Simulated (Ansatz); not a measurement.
```yaml
crystal:
  periodic: [false, false, false]
  atoms:
    - {symbol: B, position_ang: [0.013809, 1.225515, -0.675131]}
    - {symbol: C, position_ang: [0.690062, -0.087981, -0.562002]}
    - {symbol: Cl, position_ang: [1.831597, -0.432769, 0.808215]}
    - {symbol: Ga, position_ang: [-0.639600, -0.917322, 0.784674]}
    - {symbol: H, position_ang: [-0.701064, 1.375939, -1.626035]}
    - {symbol: H, position_ang: [0.089241, 2.055945, 0.179476]}
    - {symbol: H, position_ang: [0.883447, -0.800730, -1.354545]}
    - {symbol: H, position_ang: [-0.787274, -2.450239, 0.562184]}
    - {symbol: H, position_ang: [-1.291719, -0.014760, 1.866168]}
basis:
  gaussian: {orbitals: cc-pVTZ-DK}
magnetization: {spin_polarized: true, initial_magnetization: 0}
hamiltonian: {xc: {name: HF}}
correlation: {active_space: {window: {electrons: 3, orbitals: 2}}}
```

```sh
$ ansatz run in.yaml --threads 4 --pin off --events-out ev --progress --plain --max-ram 10444MiB
```

(1) How does Ansatz answer? (Best estimate.)

Results:

(1) Computed: The program refused the input.
```
Error: invalid value for `correlation.active_space`: it starts from restricted Hartree–Fock orbitals; set hamiltonian.xc: hf without magnetization.spin_polarized
```
